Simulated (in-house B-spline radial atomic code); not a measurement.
RPA and G0W0 for the neon ion Ne⁷⁺, [He] 2s1, highest spin, as one setting changes: the share of exact exchange in the PBE hybrid start. A dash marks a level of low quasi-particle weight. Computed with a B-spline radial code for spherical atoms: all electrons, non-relativistic, point nucleus, each spin shell either full or empty, empty states to l = 9 with an (l + 1/2)⁻⁴ tail; G0W0 by contour deformation at full frequency.

| share of exact exchange in the PBE hybrid start | mean-field level (eV) | G0W0 level (eV) | RPA correlation (Eh) |
| --- | --- | --- | --- |
| 0 | -225.97 | 2s up -241.09 | -0.16941 |
| 0.1 | ? | ? | ? |
| 0.2 | -228.61 | 2s up -240.90 | -0.155 |
| 0.3 | -229.93 | 2s up -240.81 | -0.14974 |
| 0.4 | -231.25 | 2s up -240.73 | -0.14531 |
| 0.5 | -232.56 | 2s up -240.65 | -0.14151 |
| 0.6 | -233.88 | 2s up -240.58 | -0.13821 |
| 0.7 | -235.20 | 2s up -240.52 | -0.13529 |
| 0.8 | ? | ? | ? |
| 0.9 | -237.83 | 2s up -240.40 | -0.13033 |
| 1 | -239.14 | 2s up -240.35 | -0.12819 |

Problem. What belongs in the row for 0.1?

Solution. mean-field level (eV): -227.29; G0W0 level (eV): 2s up -240.99; RPA correlation (Eh): -0.16139.

Problem. What belongs in the row for 0.8?

Solution. mean-field level (eV): -236.51; G0W0 level (eV): 2s up -240.45; RPA correlation (Eh): -0.13268.
